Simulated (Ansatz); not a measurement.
Job for Ansatz (a program for electronic structure): R-CCSD(T)/def2-SVP on FHSeTe (SMILES F[Te][SeH]), a point of a torsion scan. Elements past Kr take the def2 small-core potentials; no spin–orbit coupling. The run froze 24 orbitals, filled d shells among them.

Ansatz 0.2 input:
```yaml
crystal:
  periodic: [false, false, false]
  atoms:
    - {symbol: F, position_ang: [1.80744305, -0.65028952, 0.19172845]}
    - {symbol: Te, position_ang: [1.02509317, 1.09011602, -0.33450897]}
    - {symbol: Se, position_ang: [-1.28970898, 0.41990396, 0.39406806]}
    - {symbol: H, position_ang: [-1.81258992, 1.70667182, -0.00617269]}
basis:
  gaussian:
    orbitals: def2-SVP
magnetization: {spin_polarized: false}
correlation: {method: ccsd_t, electrons: outside_noble_gas}
scf: {lower_state_search: off}
```

Output:

```
WARN ansatz: RAYON_NUM_THREADS=1 ignored (pool sized by the plan → 1); use --threads N
Functional definition: HF
these checks for a lower state are left out or cut short: stability, starts, cluster_reference, orbital_swaps, neighbouring_geometries, increment
integrals: 0.06 GiB planned
818 factors; integrals over basis functions are off by at most 1.2e-3 eV
mean field: 0.25 GiB planned
mean field evaluation 1: about -75277.2878 eV, gradient 2.8e1 eV
mean field evaluation 2: about -75277.3459 eV, gradient 2.8e1 eV
mean field evaluation 4: about -75279.1720 eV, gradient 2.1e0 eV
mean field evaluation 8: about -75279.1954 eV, gradient 1.9e-1 eV
mean field -75279.19573746 eV, -2766.4594172803 hartree, gradient 2.9e-6 eV, S^2 0.000000; 0 other end points of the search recorded, 0 dependent functions left out
24 core orbitals not correlated
reference -75279.19573746 eV, -2766.4594172803 hartree; 10, 10 occupied and 43, 43 virtual orbitals, 818 factors
second order -10.93755260 eV of doubles, -0.00000000 eV of singles
coupled cluster: 0.13 GiB planned
cycle   1  -11.28326196 eV  change   -3.5e-1 eV  update   9.7e-2
cycle   2  -11.58202121 eV  change   -3.0e-1 eV  update   3.4e-2
cycle   3  -11.68467628 eV  change   -1.0e-1 eV  update   2.0e-2
cycle   4  -11.68204840 eV  change    2.6e-3 eV  update   4.9e-3
cycle   5  -11.67999364 eV  change    2.1e-3 eV  update   2.4e-3
cycle   6  -11.68011416 eV  change   -1.2e-4 eV  update   7.6e-4
cycle   7  -11.67995426 eV  change    1.6e-4 eV  update   2.6e-4
cycle   8  -11.67986609 eV  change    8.8e-5 eV  update   8.2e-5
cycle   9  -11.67988578 eV  change   -2.0e-5 eV  update   3.3e-5
cycle  10  -11.67989790 eV  change   -1.2e-5 eV  update   1.4e-5
perturbative correction -0.29312737 eV, -0.0107722323 hartree
Total energy: -75291.16876273 eV, -2766.8994178433 hartree
Checks for a lower state left out: stability, starts, cluster_reference, orbital_swaps, neighbouring_geometries, increment
```

The run converged.

Cost: very roughly 1.4 core-seconds.
